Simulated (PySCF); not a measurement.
PySCF job for Ge2H6O, SMILES [GeH3][O][GeH3], TDDFT-PBE/def2-SVPD. The structure is a stationary point at r2SCAN-D4/def2-SVP.

```python
import numpy as np
from pyscf import gto, scf, dft, tdscf

mol = gto.M(
    atom='''
    O    -0.00000000    0.00000000    0.71590755
    Ge   -1.60025137   -0.00000000   -0.06470840
    H    -2.61602642    0.00000000    1.08181729
    H    -1.74375347    1.26166414   -0.93738939
    H    -1.74375347   -1.26166415   -0.93738938
    Ge    1.60025137   -0.00000000   -0.06470840
    H     1.74375347   -1.26166414   -0.93738938
    H     1.74375347    1.26166415   -0.93738939
    H     2.61602642    0.00000001    1.08181729
    ''',
    basis='def2-SVPD',
    charge=0,
    spin=0,
    symmetry=True,
    max_memory=1600,
    verbose=4,
)
mf = dft.RKS(mol, xc='pbe').density_fit(auxbasis='def2-universal-jkfit')
mf.grids.level = 3
mf.conv_tol = 1e-9
mf.max_cycle = 100
mf.kernel()
mf.grids = dft.Grids(mol).set(level=1).build(with_non0tab=True)  # coarser grid for the response kernel
td = tdscf.TDDFT(mf)
td.singlet = True
td.nstates = 10
td.conv_tol = 1e-4
td.positive_eig_threshold = 1e-6
td.kernel(x0=td.get_init_guess(mf, 15))
td.analyze()
tt = tdscf.TDA(mf)
tt.singlet = False
tt.nstates = 4
tt.conv_tol = 1e-4
tt.positive_eig_threshold = 1e-6
tt.kernel(x0=tt.get_init_guess(mf, 9))
tt.analyze(verbose=3)
```

It prints:

```
PySCF version 2.14.0

[INPUT] verbose = 4
[INPUT] num. atoms = 9
[INPUT] num. electrons = 78
[INPUT] charge = 0
[INPUT] spin (= nelec alpha-beta = 2S) = 0
[INPUT] symmetry True subgroup None
[INPUT] Mole.unit = angstrom
[INPUT] Symbol           X                Y                Z      unit          X                Y                Z       unit  Magmom
[INPUT]  1 O      0.000000000000   0.000000000000   0.715907550000 AA    0.000000000000   0.000000000000   1.352869200008 Bohr   0.0
[INPUT]  2 Ge    -1.600251370000   0.000000000000  -0.064708400000 AA   -3.024036819760   0.000000000000  -0.122281153959 Bohr   0.0
[INPUT]  3 H     -2.616026420000   0.000000000000   1.081817290000 AA   -4.943573468426   0.000000000000   2.044338394919 Bohr   0.0
[INPUT]  4 H     -1.743753470000   1.261664140000  -0.937389390000 AA   -3.295216487060   2.384199685785  -1.771409219173 Bohr   0.0
[INPUT]  5 H     -1.743753470000  -1.261664150000  -0.937389380000 AA   -3.295216487060  -2.384199704682  -1.771409200276 Bohr   0.0
[INPUT]  6 Ge     1.600251370000   0.000000000000  -0.064708400000 AA    3.024036819760   0.000000000000  -0.122281153959 Bohr   0.0
[INPUT]  7 H      1.743753470000  -1.261664140000  -0.937389380000 AA    3.295216487060  -2.384199685785  -1.771409200276 Bohr   0.0
[INPUT]  8 H      1.743753470000   1.261664150000  -0.937389390000 AA    3.295216487060   2.384199704682  -1.771409219173 Bohr   0.0
[INPUT]  9 H      2.616026420000   0.000000010000   1.081817290000 AA    4.943573468426   0.000000018897   2.044338394919 Bohr   0.0

nuclear repulsion = 425.489286750874
point group symmetry = C2v
symmetry origin: [-1.13869028e-17  2.42272580e-10 -3.87636128e-09]
symmetry axis x: [1.00000000e+00 3.32845826e-10 6.19938536e-20]
symmetry axis y: [ 3.32845826e-10 -1.00000000e+00 -3.73793643e-09]
symmetry axis z: [ 0.00000000e+00 -3.73793643e-09  1.00000000e+00]
num. orbitals of irrep A1 = 51
num. orbitals of irrep A2 = 24
num. orbitals of irrep B1 = 45
num. orbitals of irrep B2 = 27
number of shells = 61
number of NR pGTOs = 253
number of NR cGTOs = 147
basis = def2-SVPD
ecp = {}


[settings echo left out]
init E= -4230.32245588907
HOMO (B2) = -0.325571633420001  LUMO (A1) = -0.0791095776738007  gap/eV = 6.70657
cycle= 1 E= -4231.35092305279  delta_E= -1.03  |g|= 1.14  |ddm|= 3.31
HOMO (B2) = -0.0657177351970288  LUMO (A1) = -0.0288259253517293  gap/eV = 1.00388
cycle= 2 E= -4229.54167980955  delta_E= 1.81  |g|= 2.97  |ddm|= 4.73
HOMO (B2) = -0.282287807127965  LUMO (A1) = -0.0650708343963378  gap/eV = 5.91077
cycle= 3 E= -4231.48674778087  delta_E= -1.95  |g|= 0.565  |ddm|= 4.38
HOMO (B2) = -0.242877206557053  LUMO (A1) = -0.0434955605025489  gap/eV = 5.42545
cycle= 4 E= -4231.54617546959  delta_E= -0.0594  |g|= 0.124  |ddm|= 0.859
HOMO (B2) = -0.246052384705262  LUMO (A1) = -0.0466587100900799  gap/eV = 5.42578
cycle= 5 E= -4231.54799756791  delta_E= -0.00182  |g|= 0.0249  |ddm|= 0.121
HOMO (B2) = -0.246480696493083  LUMO (A1) = -0.0459939256378012  gap/eV = 5.45552
cycle= 6 E= -4231.54820356077  delta_E= -0.000206  |g|= 0.00625  |ddm|= 0.0434
HOMO (B2) = -0.247041517203887  LUMO (A1) = -0.0461427559474235  gap/eV = 5.46673
cycle= 7 E= -4231.54821312214  delta_E= -9.56e-06  |g|= 0.00169  |ddm|= 0.00904
HOMO (B2) = -0.247122478380601  LUMO (A1) = -0.0461838167799664  gap/eV = 5.46782
cycle= 8 E= -4231.54821382585  delta_E= -7.04e-07  |g|= 0.000451  |ddm|= 0.0031
HOMO (B2) = -0.247184884900314  LUMO (A1) = -0.046213102859924  gap/eV = 5.46872
cycle= 9 E= -4231.54821387487  delta_E= -4.9e-08  |g|= 8.91e-05  |ddm|= 0.00053
HOMO (B2) = -0.247188909384749  LUMO (A1) = -0.04621070639881  gap/eV = 5.46890
cycle= 10 E= -4231.5482138765  delta_E= -1.63e-09  |g|= 1.13e-05  |ddm|= 0.000123
HOMO (B2) = -0.247187968982228  LUMO (A1) = -0.0462108236314616  gap/eV = 5.46887
cycle= 11 E= -4231.54821387654  delta_E= -3.82e-11  |g|= 7.14e-07  |ddm|= 2.16e-05
HOMO (B2) = -0.247187977758147  LUMO (A1) = -0.0462107767744802  gap/eV = 5.46887
Extra cycle  E= -4231.54821387655  delta_E= -1.09e-11  |g|= 7.35e-07  |ddm|= 2.81e-06
converged SCF energy = -4231.54821387655
tot grids = 34848
Overwritten attributes  positive_eig_threshold  of <class 'pyscf.tdscf.rks.CasidaTDDFT'>


******** <class 'pyscf.tdscf.rks.CasidaTDDFT'> for <class 'pyscf.df.df_jk.DFSymAdaptedRKS'> ********
nstates = 10 singlet
deg_eia_thresh = 1.000e-03
wfnsym = None
conv_tol = 0.0001
eigh lindep = 1e-12
eigh level_shift = 0
eigh max_cycle = 100


Excitation energies (eV)
[5.6025288  6.13402361 6.26430934 6.77378769 6.80780243 6.99221253
 7.10540217 7.16713446 7.24652923 7.26520595]

** Singlet excitation energies and oscillator strengths **
Excited State   1:   B2      5.60253 eV    221.30 nm  f=0.0031
      39 -> 40        0.70392
Excited State   2:   A1      6.13402 eV    202.13 nm  f=0.0065
      38 -> 40        0.69908
Excited State   3:   B2      6.26431 eV    197.92 nm  f=0.0304
      39 -> 41       -0.70159
Excited State   4:   A2      6.77379 eV    183.04 nm  f=0.0000
      39 -> 42       -0.70106
Excited State   5:   A1      6.80780 eV    182.12 nm  f=0.0548
      38 -> 41       -0.69514
Excited State   6:   B2      6.99221 eV    177.32 nm  f=0.0173
      39 -> 43        0.70186
Excited State   7:   B1      7.10540 eV    174.49 nm  f=0.0120
      37 -> 40        0.70454
Excited State   8:   A2      7.16713 eV    172.99 nm  f=0.0000
      36 -> 40        0.68612
      39 -> 44       -0.14904
Excited State   9:   A2      7.24653 eV    171.09 nm  f=0.0000
      36 -> 40        0.15542
      39 -> 44        0.68471
Excited State  10:   B1      7.26521 eV    170.65 nm  f=0.0133
      38 -> 42        0.68826
      39 -> 46       -0.14807

** Transition electric dipole moments (AU) **
state          X           Y           Z        Dip. S.      Osc.
  1         0.0000      0.1510     -0.0000      0.0228      0.0031
  2         0.0000     -0.0000      0.2078      0.0432      0.0065
  3        -0.0000     -0.4450      0.0000      0.1980      0.0304
  4        -0.0000      0.0000      0.0000      0.0000      0.0000
  5         0.0000      0.0000     -0.5733      0.3286      0.0548
  6         0.0000      0.3182      0.0000      0.1013      0.0173
  7         0.2626     -0.0000     -0.0000      0.0690      0.0120
  8         0.0000      0.0000      0.0000      0.0000      0.0000
  9         0.0000     -0.0000     -0.0000      0.0000      0.0000
 10        -0.2738     -0.0000     -0.0000      0.0749      0.0133

** Transition velocity dipole moments (imaginary part, AU) **
state          X           Y           Z        Dip. S.      Osc.
  1        -0.0000      0.0298     -0.0000      0.0009      0.0029
  2         0.0000     -0.0000      0.0489      0.0024      0.0071
  3         0.0000     -0.1137     -0.0000      0.0129      0.0375
  4         0.0000      0.0000     -0.0000      0.0000      0.0000
  5         0.0000      0.0000     -0.1536      0.0236      0.0628
  6        -0.0000      0.0892      0.0000      0.0080      0.0206
  7         0.0703     -0.0000     -0.0000      0.0049      0.0126
  8        -0.0000      0.0000      0.0000      0.0000      0.0000
  9         0.0000     -0.0000     -0.0000      0.0000      0.0000
 10        -0.0785      0.0000     -0.0000      0.0062      0.0154

** Transition magnetic dipole moments (imaginary part, AU) **
state          X           Y           Z
  1         0.3708     -0.0000      0.0000
  2         0.0000     -0.0000      0.0000
  3        -0.0132     -0.0000      0.0000
  4         0.0000     -0.0000      0.3313
  5         0.0000     -0.0000     -0.0000
  6        -1.1304      0.0000     -0.0000
  7         0.0000     -1.7530      0.0000
  8        -0.0000      0.0000      1.2481
  9         0.0000      0.0000      1.2338
 10         0.0000      0.2505      0.0000
Overwritten attributes  positive_eig_threshold  of <class 'pyscf.tdscf.rks.TDA'>


******** <class 'pyscf.tdscf.rks.TDA'> for <class 'pyscf.df.df_jk.DFSymAdaptedRKS'> ********
nstates = 4 triplet
deg_eia_thresh = 1.000e-03
wfnsym = None
conv_tol = 0.0001
eigh lindep = 1e-12
eigh level_shift = 0
eigh max_cycle = 100


Excitation energies (eV)
[5.27881076 5.73914216 6.09941959 6.5402164 ]

** Triplet excitation energies and oscillator strengths **
Excited State   1:   B2      5.27881 eV    234.87 nm  f=0.0000
Excited State   2:   A1      5.73914 eV    216.03 nm  f=0.0000
Excited State   3:   B2      6.09942 eV    203.27 nm  f=0.0000
Excited State   4:   A1      6.54022 eV    189.57 nm  f=0.0000
```

The calculation finished and met its thresholds.
